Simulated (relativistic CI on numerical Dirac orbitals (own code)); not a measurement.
Calculated at this level of theory: Dirac-Coulomb-Breit CI, KLI orbitals optimised for each configuration, model QED, unscaled Slater integrals (own radial code, finite nucleus).

CI space (outside the closed core [Ar]): 3d¹⁰4s², 3d¹⁰4s4p, 3d¹⁰4p², 3d¹⁰4s4d, 3d¹⁰4d², 3d¹⁰4s4f, 3d¹⁰4p4d, 3d¹⁰4f², 3d¹⁰4p4f, 3d¹⁰4d4f, 3d¹⁰4s5s, 3d¹⁰4s5p, 3d¹⁰4s5d, 3d¹⁰4s5f, 3d¹⁰4s5g, 3d¹⁰4s6s, 3d¹⁰4s6p, 3d¹⁰4s6d, 3d¹⁰4s6f, 3d¹⁰4s7s, 3d⁹4s²4p, 3d⁹4s²4d, 3d⁹4s²4f, 3d⁹4s²5s, 3d⁹4s²5p, 3d⁹4s²5d. Double excitations out of closed p, d and f shells are left out; levels of such configurations are missing from the list, as are those of other unlisted configurations, and high levels can miss mixing partners. These lack a partner that the ground configuration has and come out too high: 3d⁹4s²4p, 3d⁹4s²4d, 3d⁹4s²4f, 3d⁹4s²5s, 3d⁹4s²5p.

At this charge energies of transitions that change n are usually good to better than 1 %, and those within a shell (Δn = 0) to a few per cent.

Outline of the computed level scheme of Tb XXXVI. Lowest level of each configuration: 3d¹⁰4s² ¹S0 at 0.000 eV; 3d¹⁰4s4p ³P°0 at 66.927 eV; 3d¹⁰4p² ³P0 at 154.744 eV; 3d¹⁰4s4d ³D1 at 244.823 eV; 3d¹⁰4p4d ³F°2 at 315.420 eV; 3d¹⁰4s4f ³F°2 at 390.485 eV; 3d¹⁰4p4f ³G3 at 464.510 eV; 3d¹⁰4d² ³F2 at 496.106 eV.

Some strong electric-dipole decays among the lowest 45 levels: 3d¹⁰4p4d ³D°1 → 3d¹⁰4p² ³P0 (5.6e+11 s⁻¹); 3d¹⁰4s4f ¹F°3 → 3d¹⁰4s4d ¹D2 (5.3e+11 s⁻¹); 3d¹⁰4d² ³F2 → 3d¹⁰4p4d ³D°1 (5.1e+11 s⁻¹); 3d¹⁰4s4d ¹D2 → 3d¹⁰4s4p ¹P°1 (4.6e+11 s⁻¹); 3d¹⁰4d² ³P1 → 3d¹⁰4p4d ³P°2 (4.0e+11 s⁻¹); 3d¹⁰4p4d ¹F°3 → 3d¹⁰4p² ¹D2 (3.9e+11 s⁻¹); 3d¹⁰4p² ¹S0 → 3d¹⁰4s4p ¹P°1 (3.4e+11 s⁻¹); 3d¹⁰4p4d ³P°1 → 3d¹⁰4p² ³P1 (3.4e+11 s⁻¹).

LS names give the leading component of a level, which can be under half, so a name can repeat, a term be missing and a line seem to break the LS rules.
